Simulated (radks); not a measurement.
Coulomb parameter of the 3d shell of neutral cobalt in the model configuration [Ar] 3d7.5 4s1.5, as a second difference U = [E(n + 0.5) + E(n - 0.5) - 2 E(n)] / (0.5)^2 with all orbitals relaxed. "Bare": the charge of the atom changes with n. "Screened": the 4s shell takes up the change at fixed total charge, which measures U(3d,3d) + U(4s,4s) - 2 U(3d,4s). Method: Dirac Kohn-Sham, PBEsol, spin-unpolarised, spherical densities, point nucleus; open shells are shared between the two j in proportion to 2j + 1; computed with a radial shooting solver on a logarithmic mesh with Libxc functionals.

[
 {"case": "start", "configuration": "[Ar] 3d7.5 4s1.5", "E - E(n) (eV)": "0.000"},
 {"case": "bare +0.5", "configuration": "[Ar] 3d8 4s1.5", "E - E(n) (eV)": "-1.698"},
 {"case": "bare -0.5", "configuration": "[Ar] 3d7 4s1.5", "E - E(n) (eV)": "4.578"},
 {"case": "screened +0.5", "configuration": "[Ar] 3d8 4s1", "E - E(n) (eV)": "-0.249"},
 {"case": "screened -0.5", "configuration": "[Ar] 3d7 4s2", "E - E(n) (eV)": "0.965"}
]

U(bare) = 11.519 eV, U(screened by 4s) = 2.862 eV. The step up makes a negative ion, whose loosely bound charge lowers the bare value.
